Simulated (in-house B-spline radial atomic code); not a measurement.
# Binding energies in Ge

NIST's tabulated ground configuration is [Ar] 3d10 4s2 4p2; each binding energy is the energy of the ion with one electron taken from that subshell, relaxed, less that of the parent. Computed with an all-electron radial atomic-structure program (B-spline basis): Dirac-Kohn-Sham LDA VWN5, spherical fractional occupations, Fermi nucleus of rms radius 4.0742 fm. Energies include first-order Breit, QED and recoil terms.

| subshell | X-ray name | binding energy (eV) | -ε (eV) | relaxation (eV) |
| --- | --- | --- | --- | --- |
| 1s | K | 11113 | 10937.7 | -194.7 |
| 2s | L1 | 1396.4 | 1368.9 | -29.3 |
| 2p1/2 | L2 | 1253.7 | 1219.0 | -36.5 |
| 2p3/2 | L3 | 1221.5 | 1187.2 | -35.5 |
| 3s | M1 | 177.8 | 167.7 | -10.4 |
| 3p1/2 | M2 | 128.3 | 118.2 | -10.2 |
| 3p3/2 | M3 | 124 | 114.0 | -10.1 |
| 3d3/2 | M4 | 39.34 | 29.91 | -9.42 |
| 3d5/2 | M5 | 38.74 | 29.32 | -9.38 |
| 4s | N1 | 16.4 | 11.94 | -4.47 |
| 4p | N2,3 | 7.63 | 4.05 | -3.59 |

Relaxation = -ε minus the binding energy without Breit, QED and recoil terms. With a density functional, K lines can miss by some tenths of a per cent, more in light atoms. For a density functional the relaxation so defined is negative, because -ε of a Kohn-Sham level is smaller than the binding energy.

Emission lines follow as differences of binding energies, with λ = 12398.42 eV·Å / E:

```csv
line,holes,energy (eV),wavelength (Å)
K-L3,1s → 2p3/2,9891.5,1.2534
K-L2,1s → 2p1/2,9859.3,1.2575
K-M3,1s → 3p3/2,10989.0,1.1283
L3-M5,2p3/2 → 3d5/2,1182.8,10.483
L2-M4,2p1/2 → 3d3/2,1214.4,10.21
L1-M3,2s → 3p3/2,1272.4,9.7441
L3-M1,2p3/2 → 3s,1043.7,11.879
```

**Question.** What screening constant σ does Moseley's law, E = (3/4)·13.6057 eV·(Z - σ)², need for K-L3?

**Answer.** σ = 0.87.

**Question.** What does it cost to remove two 2p3/2 electrons?

**Answer.** 2517.4 eV, which is 74.44 eV more than the two single binding energies together.

**Question.** What does it cost to remove both a 2p1/2 and a 3s electron?

**Answer.** 1457.6 eV, which is 26.08 eV more than the two single binding energies together.

**Question.** What does it cost to remove both a 3d3/2 and a 4s electron?

**Answer.** 67.614 eV, which is 11.88 eV more than the two single binding energies together.
